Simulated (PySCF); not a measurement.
From one molecule to another.

First species: C7H15NSi.
InChI=1S/C7H15NSi/c1-4-6-7(3)8(9)5-2/h4-5,7H,1-2,6H2,3,9H3/t7-/m1/s1

Second species: C6H10O2SSi.
Geometry (GFN2-xTB, Å), atoms numbered from 1 in this order:
```
atom  x, y, z in Å
C1     4.1336    0.2522   -0.4252
S2     2.4819    0.8632    0.0361
C3     1.5315   -0.5244   -0.4423
C4     0.2074   -0.5250   -0.5617
C5    -0.6569    0.6689   -0.2821
O6    -1.6816    0.8748   -1.2232
C7    -2.7733   -0.0318   -1.0858
Si8   -3.0517   -0.2275    0.7970
C9    -1.2567    0.4007    1.1016
O10   -0.6544    0.5319    2.1346
H11    4.1691    0.0704   -1.4953
H12    4.8402    1.0308   -0.1582
H13    4.3548   -0.6544    0.1303
H14    2.1150   -1.4127   -0.6289
H15   -0.3051   -1.4331   -0.8435
H16   -0.0433    1.5762   -0.2736
H17   -2.5479   -0.9776   -1.5968
H18   -3.6005    0.4332   -1.6218
H19   -3.2361   -1.6136    1.2172
H20   -4.0312    0.7084    1.3344
```

Levels: PBE0/pcSseg-1 for HOMO energy, LUMO energy and HOMO–LUMO gap. Geometries: GFN2-xTB. Each structure is a single optimised conformer of the isolated species, non-relativistic unless stated. Electronic properties by PySCF.

Dipoles, sizes and rotational constants follow the conformer. The torsions of the flexible species, by atom-mapped SMILES:
- `[CH2:1]=[CH:2][CH2:3][C@@H:4]([CH3:5])[N:6]([SiH3:7])[CH:8]=[CH2:9]`: C1–C2–C3–C4 -116°, C2–C3–C4–C5 178°, C3–C4–N6–Si7 117°, C4–N6–C8–C9 172°

The conformers of `CS/C=C\[C@H]1OC[SiH2]C1=O` aren't listed.

Values for the first species:

```
HOMO energy   : -5.93 eV
LUMO energy   : 0.33 eV
HOMO–LUMO gap : 6.26 eV
```

(1) Estimate the same properties for the second species, and the change in each.

Results:

(1) 
```json
{"property": "HOMO energy", "first": "-5.93 eV", "second": "-6.09 eV", "second less first": "-0.16 eV"}
{"property": "LUMO energy", "first": "0.33 eV", "second": "-1.47 eV", "second less first": "-1.80 eV"}
{"property": "HOMO–LUMO gap", "first": "6.26 eV", "second": "4.62 eV", "second less first": "-1.64 eV"}
```

